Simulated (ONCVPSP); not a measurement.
**What one change does to a pseudopotential (iodine (I), ONCV)**

* Element: iodine (I)
* Generator: ONCVPSP 4.0.1
* Type: optimised norm-conserving Vanderbilt (ONCV)
* Functional: PBE
* Relativity: scalar-relativistic
* Frozen core: [Kr] 4d10
* Valence charge: 7
* Reference configuration: 5s2 5p4.75 (charge +0.25)
* Partial waves: 5s: rc 1.50 bohr, ncon 5, nbas 9, qcut 3.8 1/bohr, 2 projectors, debl 2.8 Ha; 5p: rc 2.05 bohr, ncon 4, nbas 7, qcut 4.8 1/bohr, 2 projectors, debl 2 Ha
* Local potential: polynomial inside 1.30 bohr (lpopt 5, dvloc0 6 Ha)
* Core correction: Teter function, fcfact 4.5, rcfact 1.25

Change: s: rc 2.12.

Cutoffs: the cutoffs (Ha) at which the residual kinetic energy of the hardest occupied pseudo-wave falls to 1 and 0.1 mHa per electron; they do not see the model core or the augmentation charge, which bear on the density cutoff. Errors are all-electron minus pseudo energies relative to the spin-unpolarised reference configuration.

Question: Predict the effect on cutoff, ghosts and configuration errors.

Answer: The potential gets softer (92 Ha and 106 Ha → 12 Ha and 44 Ha); the bound ghost in s disappears; the errors of the 4 common tests hardly move. A larger radius leaves more room for a smooth pseudo-wave, so fewer plane waves are needed.

```csv
quantity,base,changed
"cutoff, loose",92 Ha,12 Ha
"cutoff, tight",106 Ha,44 Ha
loose cutoff by channel,"s 92 Ha, p 8.8 Ha","s 12 Ha, p 8.8 Ha"
bound ghosts,s,none
GHOST(+) flags under 300 eV,"p at 133.1 eV, s at 155.8 eV","s at 64.6 eV, p at 133.1 eV"
"error for 5s2 5p5, meV [ΔE -2.02 eV]",+0.5,+0.5
"error for 5s2 5p4, meV [ΔE 9.12 eV]",-3.7,-3.7
"error for 5s2 5p3, meV [ΔE 28.96 eV]",-20,-20
"error for 5s1 5p5, meV [ΔE 20.10 eV]",-20,-19
p: phases at 2.08 bohr within 0.05 rad from the reference energy up to (Ha; the scan ends near 5),3.4,3.4
"rms error of d²Exc/dni dnj with the model core, mHa",0.53,0.60
```

 A true bound ghost makes a file unfit for plane-wave use even where its test errors are small: the radial tests pick states by their node count and pass the ghost by.
